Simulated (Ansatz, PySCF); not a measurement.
Dimer: H2S (SMILES S) (first 3 atoms) with C3H4 (SMILES C=C=C); geometry from B3LYP-D3(BJ)/def2-TZVP, rigid monomers moved along the line of their centres of mass till H3···C5 is 3.69 Å.
(charge 0, multiplicity 1):
```xyz
10

S      0.1790     0.1532    -0.4999
H      0.3179    -1.1798    -0.4205
H      0.6680     0.3345     0.7400
C     -1.2870    -0.3504     4.1471
C     -0.0302    -0.0858     4.3439
C      1.2310     0.1823     4.5226
H     -1.9433    -0.6092     4.9699
H     -1.7121    -0.3153     3.1501
H      1.5690     1.1928     4.7227
H      1.9833    -0.5975     4.4886
```

Interaction energies are E(AB) − E(A) − E(B) at the monomers' geometry in the complex; basis-set methods are counterpoise corrected. Rows marked so take none.

Rows in 6-31G* carry no dispersion term and start afresh at each structure (6-31G* with six Cartesian d functions).

The values were computed with Ansatz (an electronic-structure program) with Gaussian orbitals; PySCF for 6-31G* rows. Each number belongs to the level named beside it.

Problem. Predict the interaction energy from B3LYP/6-31G* (no counterpoise).

Solution. -24 meV

Problem. Predict the interaction energy from HF/aug-cc-pV(D+d)Z.

Solution. -19 meV

Problem. What is the computed interaction energy (BP86/6-31G* (no counterpoise))?

Solution. -16 meV
